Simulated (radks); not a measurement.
The mean radii <r> (bohr) of the occupied orbitals of an atom or ion are listed with their occupations. Method: Dirac Kohn-Sham, LDA (Slater exchange, Perdew-Wang correlation), spin-unpolarised, spherical densities, finite nucleus; Fermi nuclear charge, rms radius of each element as measured or else 0.836 A^(1/3) + 0.57 fm; computed with a radial shooting solver on a logarithmic mesh with Libxc functionals.

orbital  occ.      <r>
1s1/2       2  0.02365
2s1/2       2   0.1006
2p1/2       2  0.08425
2p3/2       4  0.09066
3s1/2       2   0.2663
3p1/2       2   0.2558
3p3/2       4   0.2683
3d3/2       4   0.2395
3d5/2       6   0.2434
4s1/2       2   0.6082
4p1/2       2   0.6246
4p3/2       4   0.6534
4d3/2       4   0.7039
4d5/2       6   0.7143
5s1/2       2    1.493
5p1/2       2    1.704
5p3/2       4    1.805
4f5/2       6    3.172

Name the element and its charge. Open shells, if any, fill j = l - 1/2 first.

Answer. Z = 60, neodymium, charge 0: Nd in [Xe] 4f6. The 1s radius gives Z: for a bare nucleus <r> = (2 gamma + 1)/(2Z) with gamma = sqrt(1 - (Z/c)^2), 0.02332 bohr for Z = 60, and screening makes it slightly larger (0.02365 here). The occupations add up to 60, and the charge is Z minus that.
